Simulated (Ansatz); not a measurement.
`N=C[CH2][GaH][NH2]` + H–F → `N=CCF` + `[NH2][GaH2]`  (substitution at a C–Ga bond)

Calculated with Ansatz (gas phase, PBE0-D4/def2-TZVP geometries, no zero-point term in ΔE). CBS: MP2 limit from def2 TZ/QZ plus the TZ coupled-cluster correction, frozen cores. This one scheme is used for every species. DFT in def2-TZVPP. For Ga outer-core shells are correlated without core-valence functions, which leaves a few kJ/mol of doubt a bond. Scalar relativity is left out up to krypton. One conformer a species, not always the lowest.

`N=C[CH2][GaH][NH2]`:

Z-matrix (Å, degrees):
```
C
C 1 1.483
Ga 1 1.989 2 110.0
H 1 1.093 2 111.7 3 -120.9
H 1 1.095 2 110.6 3 117.5
N 2 1.268 1 128.5 3 101.1
H 2 1.096 1 115.3 3 -76.7
N 3 1.813 1 116.2 2 -127.2
H 3 1.560 1 125.4 2 52.6
H 6 1.023 2 110.6 1 2.2
H 8 1.006 3 123.8 1 179.4
H 8 1.006 3 124.3 1 0.2
```

H–F:

Cartesian coordinates in Å:
```
F 0.289 0.211 0.289
H -0.289 -0.211 -0.289
```

`N=CCF`:

Cartesian coordinates in Å:
```
N -1.017 -0.395 -1.249
C -0.505 -0.579 -0.114
C 0.527 0.278 0.550
F 0.876 1.341 -0.246
H -0.625 0.446 -1.678
H -0.822 -1.445 0.476
H 1.427 -0.312 0.761
H 0.140 0.664 1.500
```

`[NH2][GaH2]`:

Z-matrix (Å, degrees):
```
N
Ga 1 1.813
H 1 1.006 2 124.1
H 1 1.006 2 124.0 3 -180.0
H 2 1.561 1 116.7 3 -180.0
H 2 1.561 1 116.7 3 0.0
```

| level | ΔE (kcal/mol) |
| --- | --- |
| r2SCAN-D4 | 17.6 |
| ωB97X-V | 16.0 |
| ωB97M-V | 17.1 |
| B2PLYP | 17.6 |
| PBE | 17.0 |
| PBE0 | 17.6 |
| MP2/def2-TZVPP | 23.6 |
| CCSD(T)/def2-TZVPP | 19.9 |

Task: What does CCSD(T)/CBS give? (Best estimate.)

Result: Computed: +21.7 kcal/mol. The listed levels differ from it by -4.1, -5.7, -4.6, -4.1, -4.7, -4.1, 1.9, -1.8 kcal/mol.

Largest T1 diagnostic among the species: 0.014.

In def2-TZVPP, CCSD(T) changes the Hartree–Fock value by +7.9 kcal/mol (the triples alone add +0.9 kcal/mol) and MP2 by +11.5 kcal/mol. The D4 term adds +2.4 kcal/mol with B3LYP and +1.3 kcal/mol with PBE0; it sums over pairs of atoms, weighted by their polarisabilities, and B3LYP, whose exchange is more repulsive, gets the larger term.

B3LYP here is the variant with VWN-RPA as its local correlation; programs differ in this.
